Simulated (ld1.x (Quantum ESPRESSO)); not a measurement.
# What one change does to a pseudopotential (Ba (Z = 56), TM)

Ba (Z = 56), norm-conserving Troullier–Martins (Kleinman–Bylander form), made with ld1.x (Quantum ESPRESSO) 7.5 (PBE, fully relativistic). Core [Xe], reference 5d0 6s0.5 6p0 (charge +1.5). Waves: 6s (bound): rc 3.25 bohr; 6p (bound, empty): rc 4.15 bohr; 5d (bound, empty): rc 3.65 bohr. Local part: all-electron potential smoothed inside 3.35 bohr (lloc = -1). Core correction: a·sin(br)/r model core, default radius (core density twice the valence density).

Open shells are filled in proportion to 2j + 1 (rel_dist='average').

All-electron outer shells of the reference configuration (PBE, scalar-relativistic, ld1.x):

| shell | level (eV) | outermost node (bohr) | outermost maximum (bohr) |
| --- | --- | --- | --- |
| 5p | -27.53 | 0.86 | 1.67 |
| 6s | -9.96 | 1.94 | 3.71 |
| 5d | -9.91 | 1.00 | 2.34 |
| 6p | -7.06 | 2.29 | 4.59 |

Change: wave 5d (bound): rc 3.65 bohr becomes 5d (bound): rc 5.58 bohr.

Cutoffs: the cutoffs (Ry, on a coarse ladder) from which the occupation-weighted sum of valence levels, in a spherical-Bessel basis at the reference potential, stays within 10 and 1 mRy of its value at 400 Ry; they do not see the model core or the augmentation charge, which bear on the density cutoff. Errors are all-electron minus pseudo energies relative to the spin-unpolarised reference configuration.

Problem. What does the change do?

Solution. Both files are so soft that the ladder of cutoffs tells neither apart; the bound ghosts move from p, s to s; of the 7 tests that both files solve, the error grows in 1 and shrinks in 2 by more than 15 % and 0.3 meV (median size 11.2 → 50.4 meV).

```tsv
quantity	base	changed
cutoff, loose	6 Ry	6 Ry
cutoff, tight	8 Ry	8 Ry
bound ghosts	s, p3/2, p1/2	s
error for 5d0 6s2 6p0, meV [ΔE -9.74 eV]	-50	-50
error for 5d0 6s1 6p0, meV [ΔE -4.38 eV]	+1.7	+1.7
error for 5d0 6s1.5 6p0, meV [ΔE -7.60 eV]	-11	-11
error for 5d0 6s0 6p1, meV [ΔE -1.79 eV]	+0.8	+0.8
error for 5d0.5 6s1.5 6p0, meV [ΔE -9.10 eV]	-106	-71
error for 5d1 6s1 6p0, meV [ΔE -8.41 eV]	-133	-53
error for 5d1 6s0 6p0, meV [ΔE -3.69 eV]	+4.2	+79
```

 A true bound ghost makes a file unfit for plane-wave use even where its test errors are small: the radial tests pick states by their node count and pass the ghost by.
